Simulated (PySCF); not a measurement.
**RbSb: one state, many levels of theory**

State: ³Σ⁻ (triplet), unpaired electrons π ↑↑. Set-up: PySCF, scalar-relativistic core potentials, basis sets Rb def2-SVPD with ECP28, Sb def2-SVPD with ECP28. De refers to Rb + Sb in their high-spin ground configurations, without counterpoise correction. The functionals are run spin-unrestricted. A positive dipole means Rb(−)Sb(+). Levels whose curve was spin-contaminated or gave no clean fit are not listed.

```csv
Level,Re (Å),ωe (cm⁻¹),De (eV),μ (D)
UHF-MP2,3.540,102,0.70,n/a
UHF-SCS-MP2,3.556,103,0.71,n/a
PBE,3.508,103,1.20,-8.29
r²SCAN,3.514,106,1.15,-9.65
M06-L,3.535,109,1.56,-11.22
PBE0,3.488,108,1.12,-9.43
B97-3,3.515,107,1.22,-9.90
M06,3.489,112,1.48,-10.12
ωB97X,3.475,115,n/a,-11.07
```

Problem. What does the step from GGA to meta-GGA do here, going from PBE to r²SCAN?

Solution. r²SCAN less PBE: +0.6 pm in Re, +2.9 % in ωe, -0.05 eV in De. 

Correlated steps freeze 4 core orbitals. Correlated levels converge slowly with the basis: in double zeta they bind strong bonds too weakly, by up to about 1 eV, and carry superposition errors of some tenths. These are scalar-relativistic numbers at best; spin–orbit coupling would shift them, the dissociation energy most. The state is the lowest determinant that a PBE0 search found; another state may lie lower at other levels.

The whole job (state search and all levels along the bond) took about 1.1 min on 1 thread of AMD EPYC 9R45 96-Core (shared host), peak memory 0.87 GiB.
